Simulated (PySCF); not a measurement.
## AsO at PBE0

Level: PBE0. PySCF, scalar-relativistic core potentials, basis sets As cc-pVDZ-PP with ECP10, O cc-pVDZ.

| Item | Value |
| --- | --- |
| state | ⁴Π (quartet), unpaired electrons π ↑↑↑, a second solution, started from another occupation |
| bond length | 1.881 Å |
| harmonic wavenumber | 639 cm⁻¹ |
| force constant | 3.17 mdyn/Å |
| rotational constant Be | 0.3613 cm⁻¹ |
| anharmonicity ωexe | 2.80 cm⁻¹ |
| vibration–rotation constant αe | 0.00239 cm⁻¹ |
| energy of the minimum from ground-state As + O | -2.20 eV |
| bond order (Mayer) | 1.04 |
| dipole moment (positive dipole means As(−)O(+)) | -1.55 D |

Spin–orbit coupling is left out.
